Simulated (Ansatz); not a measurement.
Species: C₃H₆N₂, SMILES `CN(C)C#N` (charge 0, multiplicity 1), formula C₃H₆N₂.

How many basis functions does frozen-core CCSD(T)/cc-pVTZ // PBE-D3(BJ)/def2-TZVP run with Ansatz (a quantum-chemistry and plane-wave program) use, how many core orbitals are frozen, and how many electrons are correlated?

234 basis functions and 5 frozen orbitals, which leaves 28 correlated electrons. Core time is of the order of minutes.
